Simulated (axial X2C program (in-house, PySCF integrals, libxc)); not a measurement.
## CdC⁻: properties at the nuclei

Calculated with an axial X2C code built on PySCF integrals: two-component X2C with atomic mean-field Coulomb and Gaunt terms, Gaussian nuclei, basis Cd dyall-acv3z, C dyall-av3z with contracted cores.

R = 2.309 Å (near the PBE0 minimum at charge -1 of the determinant lowest at the starting distance; the state shown can have its own minimum elsewhere).

Determinant lowest in the PBE0 search, Ω = 3/2 (⟨Sz⟩ = 1.50, ⟨Lz⟩ = 0.00 at PBE0), spin on the atoms Cd 0.16, C 1.34:

```
    level  Eeff magnitude (GV/cm)  Ws magnitude Cd (kHz)  A∥/gI Cd (MHz)  qzz Cd (a.u.)  A∥/gI C (MHz)  qzz C (a.u.)
     PBE0                    1.48                  0.646            -263          -2.19          -7.54          0.00
       HF                    1.17                  0.523            -368          -2.62           19.4          0.06
   r2SCAN                    1.47                  0.659            -257          -2.16            7.5         -0.02
BHandHLYP                    1.34                  0.601            -255          -2.32           12.5          0.02
    TPSSh                    1.64                  0.705            -209          -2.12           9.35         -0.01
```

Determinant 1.26 eV from it at PBE0 and this distance, Ω = 1/2 (⟨Sz⟩ = 0.50, ⟨Lz⟩ = 0.00 at PBE0), spin on the atoms Cd 0.13, C 0.36:

| level | Eeff magnitude (GV/cm) | Ws magnitude Cd (kHz) | A∥/gI Cd (MHz) | qzz Cd (a.u.) | A∥/gI C (MHz) | qzz C (a.u.) |
| --- | --- | --- | --- | --- | --- | --- |
| PBE0 | 3.05 | 3.55 | -480 | -1.91 | 54.5 | -0.19 |
| HF | 0.749 | 1.03 | -1380 | -2.27 | 63.1 | -0.13 |
| r2SCAN | 3.55 | 4.12 | -285 | -1.74 | 54.7 | -0.30 |
| BHandHLYP | 2.41 | 2.86 | -701 | -2.05 | 75.4 | -0.17 |
| TPSSh | 3.49 | 4.04 | -292 | -1.78 | 73.8 | -0.26 |

Eeff is the effective electric field on the electron electric dipole moment in this Ω state and Ws the scalar–pseudoscalar constant of the nucleus named (defined with the proton number Z and per Ω); A∥ (defined per Ω) follows by multiplying with gI = μI/(I μN); qzz is the electric field gradient, eQq0 = 234.96 MHz × Q/barn × qzz. The operators were transformed with the bare-nucleus X2C matrices; with these basis sets, hyperfine constants and field gradients can be off by tens of per cent, and where levels differ in sign neither size nor sign is settled.

With gI(111Cd) = -1.1898 (g factors from the IAEA table of nuclear moments by Stone), turn the PBE0 values of the first state into constants in MHz.

A∥(111Cd) = -263 × -1.1898 = 313 MHz.

Each state is one determinant with collinear spin, which with several unpaired electrons need not be a pure state. Unrestricted Hartree–Fock can overshoot spin polarisation at the nuclei. For an anion, determinants above electron detachment, or with a positive highest level, are held by the basis set. This is the top spin component of a Σ state; components of lower Ω are not single determinants and can lie lower. With several open shells hyperfine constants can be off by a factor of several. Where Eeff spreads by more than a factor of two the levels disagree and none is to be relied on. States lie within half an eV, so the first need not be the ground state. Further determinants of the search, some of them spin-mixed, are not shown. Where a field gradient or hyperfine factor spreads by more than a factor of two over the levels, a constant derived from it is not to be relied on. PBE0 term energies can be off by some tenths of an eV.
